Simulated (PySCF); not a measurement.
# Ar(2+) (argon, charge +2) across methods

[Ne] 3s2 3p4, high-spin 3P determinant. Calculation: PySCF 2.14, in aug-cc-pV(T+d)Z; no relativity, point nucleus.

```json
{"method": "r2SCAN", "E (hartree)": "-525.9131", "mean ε 3s β (eV)": "-48.779", "mean ε 3p α (eV)": "-37.158", "mean ε 3p β (eV)": "-34.601", "Σ⟨r²⟩ (bohr²)": "15.61", "⟨S²⟩": "2.006"}
{"method": "wB97X", "E (hartree)": "-525.9510", "mean ε 3s β (eV)": "-53.408", "mean ε 3p α (eV)": "-40.999", "mean ε 3p β (eV)": "-38.606", "Σ⟨r²⟩ (bohr²)": "15.57", "⟨S²⟩": "2.003"}
{"method": "r2SCAN0", "E (hartree)": "-525.9154", "mean ε 3s β (eV)": "-50.790", "mean ε 3p α (eV)": "-38.947", "mean ε 3p β (eV)": "-36.308", "Σ⟨r²⟩ (bohr²)": "15.61", "⟨S²⟩": "2.006"}
{"method": "LDA", "E (hartree)": "-524.3234", "mean ε 3s β (eV)": "-48.702", "mean ε 3p α (eV)": "-36.451", "mean ε 3p β (eV)": "-34.095", "Σ⟨r²⟩ (bohr²)": "15.67", "⟨S²⟩": "2.002"}
{"method": "PBE0", "E (hartree)": "-525.7891", "mean ε 3s β (eV)": "-50.677", "mean ε 3p α (eV)": "-38.499", "mean ε 3p β (eV)": "-36.019", "Σ⟨r²⟩ (bohr²)": "15.62", "⟨S²⟩": "2.004"}
{"method": "M06-2X", "E (hartree)": "-525.9365", "mean ε 3s β (eV)": "-52.356", "mean ε 3p α (eV)": "-40.119", "mean ε 3p β (eV)": "-37.646", "Σ⟨r²⟩ (bohr²)": "15.65", "⟨S²⟩": "2.003"}
{"method": "HSE06", "E (hartree)": "-525.8088", "mean ε 3s β (eV)": "-50.277", "mean ε 3p α (eV)": "-38.070", "mean ε 3p β (eV)": "-35.607", "Σ⟨r²⟩ (bohr²)": "15.62", "⟨S²⟩": "2.004"}
{"method": "UHF", "E (hartree)": "-525.30901", "mean ε 3s β (eV)": "-55.691", "mean ε 3p α (eV)": "-43.563", "mean ε 3p β (eV)": "-40.436", "Σ⟨r²⟩ (bohr²)": "15.72", "⟨S²⟩": "2.010"}
{"method": "PBE", "E (hartree)": "-525.7458", "mean ε 3s β (eV)": "-48.517", "mean ε 3p α (eV)": "-36.482", "mean ε 3p β (eV)": "-34.164", "Σ⟨r²⟩ (bohr²)": "15.64", "⟨S²⟩": "2.003"}
```
